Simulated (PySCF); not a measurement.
H3GeIMg, singlet, geometry from GFN2-xTB (such geometries of metal compounds can be far from the true shape) (all electrons, no relativity), with bond 4-3 at 2.4 times its length; CASSCF(6,8)/STO-3G (PySCF).

PySCF was given this input:
```python
from pyscf import gto, scf, mcscf
import numpy

mol = gto.M(
    atom='''
Mg    0.332894    0.276842    0.800769
I    -0.401922    1.172508   -1.537443
Ge    0.494629   -1.813545    2.032260
H     2.339504   -4.352143    0.176191
H     1.056271   -2.037188    3.413069
H    -0.840613   -2.523101    2.170984
''',
    basis='sto-3g',
    charge=0,
    spin=0,
    verbose=4,
)

mf = scf.RHF(mol)
mf.kernel()
mc = mcscf.CASSCF(mf, 8, 6)
mc.fix_spin_(ss=0.0)
mc.kernel()
occ = numpy.linalg.eigvalsh(mc.fcisolver.make_rdm1(mc.ci, mc.ncas, mc.nelecas))[::-1]
ss = mc.fcisolver.spin_square(mc.ci, mc.ncas, mc.nelecas)[0]
print('natural occupations', occ.round(4), ' <S^2>', round(ss, 4))
```

Question: Predict the main parts of the log of this PySCF run.

Answer: 
```
PySCF version 2.14.0

[INPUT] verbose = 4
[INPUT] num. atoms = 6
[INPUT] num. electrons = 100
[INPUT] charge = 0
[INPUT] spin (= nelec alpha-beta = 2S) = 0
[INPUT] symmetry False subgroup None
[INPUT] Mole.unit = angstrom
[INPUT] Symbol           X                Y                Z      unit          X                Y                Z       unit  Magmom
[...]
nuclear repulsion = 448.690050822153
number of shells = 27
number of NR pGTOs = 171
number of NR cGTOs = 57
basis = sto-3g
ecp = {}

******** <class 'pyscf.scf.hf.RHF'> ********
method = RHF
initial guess = minao
damping factor = 0
level_shift factor = 0
DIIS = <class 'pyscf.scf.diis.CDIIS'>
diis_start_cycle = 1
diis_space = 8
diis_damp = 0
SCF conv_tol = 1e-09
SCF conv_tol_grad = None
SCF max_cycles = 50
direct_scf = True
direct_scf_tol = 1e-13
Set gradient conv threshold to 3.16228e-05
Initial guess from minao.
init E= -9075.90723394337
[...]
cycle= 1 E= -9100.6590065182  delta_E= -24.8  |g|= 0.523  |ddm|= 2.93
[...]
cycle= 2 E= -9100.88309191191  delta_E= -0.224  |g|= 0.33  |ddm|= 3.16
[...]
cycle= 3 E= -9101.08288061894  delta_E= -0.2  |g|= 0.0481  |ddm|= 1.85
[...]
cycle= 4 E= -9101.08500088181  delta_E= -0.00212  |g|= 0.0113  |ddm|= 0.147
[...]
cycle= 5 E= -9101.08512354039  delta_E= -0.000123  |g|= 0.00317  |ddm|= 0.0393
[...]
cycle= 6 E= -9101.08513111665  delta_E= -7.58e-06  |g|= 0.00178  |ddm|= 0.00992
[...]
cycle= 7 E= -9101.08513325313  delta_E= -2.14e-06  |g|= 0.00101  |ddm|= 0.00836
[...]
cycle= 8 E= -9101.08513410699  delta_E= -8.54e-07  |g|= 0.000309  |ddm|= 0.00218
[...]
cycle= 9 E= -9101.08513419246  delta_E= -8.55e-08  |g|= 4.04e-05  |ddm|= 0.00104
[...]
cycle= 10 E= -9101.08513419409  delta_E= -1.63e-09  |g|= 2.14e-06  |ddm|= 0.000122
[...]
cycle= 11 E= -9101.08513419407  delta_E= 1.82e-11  |g|= 3.21e-07  |ddm|= 7.61e-06
[...]
Extra cycle  E= -9101.08513419403  delta_E= 4.55e-11  |g|= 1.66e-07  |ddm|= 8.92e-07
converged SCF energy = -9101.08513419403

******** <class 'pyscf.mcscf.mc1step.CASSCF'> ********
CAS (3e+3e, 8o), ncore = 47, nvir = 2
max_cycle_macro = 50
max_cycle_micro = 4
conv_tol = 1e-07
conv_tol_grad = None
orbital rotation max_stepsize = 0.02
orbital rotation threshold for CI restart = 0.01
augmented hessian ah_max_cycle = 30
augmented hessian ah_conv_tol = 1e-12
augmented hessian ah_linear dependence = 1e-14
augmented hessian ah_level shift = 1e-08
augmented hessian ah_start_tol = 2.5
augmented hessian ah_start_cycle = 3
augmented hessian ah_grad_trust_region = 3
kf_trust_region = 3
kf_interval = 4
ci_response_space = 4
ci_grad_trust_region = 3
with_dep4 0
natorb = False
canonicalization = True
sorting_mo_energy = False
ao2mo_level = 2
internal_rotation = False
******** <class 'pyscf.fci.addons.SpinPenaltyFCISolver'> ********
max. cycles = 50
conv_tol = 1e-08
davidson only = True
linear dependence = 1e-12
level shift = 0.001
max iter space = 12
nroots = 1
pspace_size = 400
spin = None
CASCI E = -9101.26350125110  S^2 = 0.0000000
Set conv_tol_grad to 0.000316228
macro iter   1 ( 21 JK    4 micro), CASSCF E = -9101.26666517341  dE = -3.16392230e-03  S^2 = 0.0000000
               |grad[o]|=0.0473  |grad[c]|=0.0326  |ddm|=0.0118  |maxRot[o]|=0.284
macro iter   2 ( 21 JK    4 micro), CASSCF E = -9101.26841493204  dE = -1.74975863e-03  S^2 = 0.0000000
               |grad[o]|=0.0196  |grad[c]|=0.101  |ddm|=0.0646  |maxRot[o]|=0.314
macro iter   3 ( 21 JK    4 micro), CASSCF E = -9101.27060391490  dE = -2.18898286e-03  S^2 = 0.0000000
               |grad[o]|=0.0166  |grad[c]|=0.298  |ddm|=0.054  |maxRot[o]|=0.307
macro iter   4 ( 21 JK    4 micro), CASSCF E = -9101.27207803614  dE = -1.47412124e-03  S^2 = 0.0000000
               |grad[o]|=0.0132  |grad[c]|=0.132  |ddm|=0.0287  |maxRot[o]|=0.292
macro iter   5 ( 17 JK    4 micro), CASSCF E = -9101.27280793249  dE = -7.29896354e-04  S^2 = 0.0000000
               |grad[o]|=0.00923  |grad[c]|=0.0114  |ddm|=0.0115  |maxRot[o]|=0.138
[...]
               |grad[o]|=0.00222  |grad[c]|=0.00248  |ddm|=0.000683  |maxRot[o]|=0.0443
macro iter  33 ( 17 JK    4 micro), CASSCF E = -9101.27972962266  dE = -5.47323671e-05  S^2 = 0.0000000
               |grad[o]|=0.00145  |grad[c]|=0.00526  |ddm|=0.00122  |maxRot[o]|=0.0418
macro iter  34 (  7 JK    2 micro), CASSCF E = -9101.27975981412  dE = -3.01914533e-05  S^2 = 0.0000000
               |grad[o]|=0.000904  |grad[c]|=0.00565  |ddm|=0.00122  |maxRot[o]|=0.0516
macro iter  35 (  7 JK    2 micro), CASSCF E = -9101.27977094372  dE = -1.11296049e-05  S^2 = 0.0000000
               |grad[o]|=0.000384  |grad[c]|=0.00351  |ddm|=0.000797  |maxRot[o]|=0.0372
macro iter  36 (  7 JK    2 micro), CASSCF E = -9101.27977647135  dE = -5.52762504e-06  S^2 = 0.0000000
               |grad[o]|=0.000159  |grad[c]|=0.00173  |ddm|=0.000389  |maxRot[o]|=0.0191
macro iter  37 (  6 JK    1 micro), CASSCF E = -9101.27978108424  dE = -4.61289164e-06  S^2 = 0.0000000
               |grad[o]|=0.00011  |grad[c]|=0.00355  |ddm|=0.000346  |maxRot[o]|=0.0223
macro iter  38 (  7 JK    2 micro), CASSCF E = -9101.27978539305  dE = -4.30880937e-06  S^2 = 0.0000000
               |grad[o]|=0.000176  |grad[c]|=0.0019  |ddm|=0.000375  |maxRot[o]|=0.0226
macro iter  39 (  6 JK    1 micro), CASSCF E = -9101.27978936992  dE = -3.97687108e-06  S^2 = 0.0000000
               |grad[o]|=9.66e-05  |grad[c]|=0.00323  |ddm|=0.000274  |maxRot[o]|=0.0195
macro iter  40 (  6 JK    1 micro), CASSCF E = -9101.27979309353  dE = -3.72361501e-06  S^2 = 0.0000000
               |grad[o]|=0.000109  |grad[c]|=0.00309  |ddm|=0.000257  |maxRot[o]|=0.0186
macro iter  41 (  6 JK    1 micro), CASSCF E = -9101.27979659917  dE = -3.50563823e-06  S^2 = 0.0000000
               |grad[o]|=9.38e-05  |grad[c]|=0.00296  |ddm|=0.000238  |maxRot[o]|=0.0174
macro iter  42 (  6 JK    1 micro), CASSCF E = -9101.27979992118  dE = -3.32200398e-06  S^2 = 0.0000000
               |grad[o]|=9.57e-05  |grad[c]|=0.00287  |ddm|=0.000229  |maxRot[o]|=0.0172
macro iter  43 (  6 JK    1 micro), CASSCF E = -9101.27980306754  dE = -3.14636600e-06  S^2 = 0.0000000
               |grad[o]|=9.08e-05  |grad[c]|=0.00277  |ddm|=0.000216  |maxRot[o]|=0.0166
macro iter  44 (  6 JK    1 micro), CASSCF E = -9101.27980604875  dE = -2.98121086e-06  S^2 = 0.0000000
               |grad[o]|=9.25e-05  |grad[c]|=0.00269  |ddm|=0.000218  |maxRot[o]|=0.017
macro iter  45 (  6 JK    1 micro), CASSCF E = -9101.27980889453  dE = -2.84577436e-06  S^2 = 0.0000000
               |grad[o]|=8.73e-05  |grad[c]|=0.00265  |ddm|=0.000229  |maxRot[o]|=0.0179
macro iter  46 (  6 JK    1 micro), CASSCF E = -9101.27981165773  dE = -2.76320316e-06  S^2 = 0.0000000
               |grad[o]|=9.06e-05  |grad[c]|=0.00268  |ddm|=0.000272  |maxRot[o]|=0.0201
macro iter  47 (  7 JK    2 micro), CASSCF E = -9101.27981446388  dE = -2.80615313e-06  S^2 = 0.0000000
               |grad[o]|=8.96e-05  |grad[c]|=0.00167  |ddm|=0.00038  |maxRot[o]|=0.0235
macro iter  48 (  7 JK    2 micro), CASSCF E = -9101.27981790715  dE = -3.44326691e-06  S^2 = 0.0000000
               |grad[o]|=9.31e-05  |grad[c]|=0.00351  |ddm|=0.000896  |maxRot[o]|=0.0358
macro iter  49 (  7 JK    2 micro), CASSCF E = -9101.27982666985  dE = -8.76270315e-06  S^2 = 0.0000000
               |grad[o]|=0.000105  |grad[c]|=0.0139  |ddm|=0.00417  |maxRot[o]|=0.0667
macro iter  50 (  7 JK    2 micro), CASSCF E = -9101.27984464612  dE = -1.79762701e-05  S^2 = 0.0000000
               |grad[o]|=0.00022  |grad[c]|=0.0128  |ddm|=0.00456  |maxRot[o]|=0.0699
1-step CASSCF not converged,  50 macro (588 JK 129 micro) steps
CASSCF canonicalization
Density matrix diagonal elements [1.99865375 1.98017084 1.13005403 0.85856712 0.01840258 0.0045962
 0.0068523  0.00270317]
CASSCF energy = -9101.27984464612
CASCI E = -9101.27984464612  E(CI) = -9.53454014061936  S^2 = 0.0000000
natural occupations [1.9989e+00 1.9802e+00 1.1330e+00 8.6530e-01 1.5200e-02 3.6000e-03
 2.7000e-03 1.1000e-03]  <S^2> 0.0
```

The run did not converge; its last values are not results.
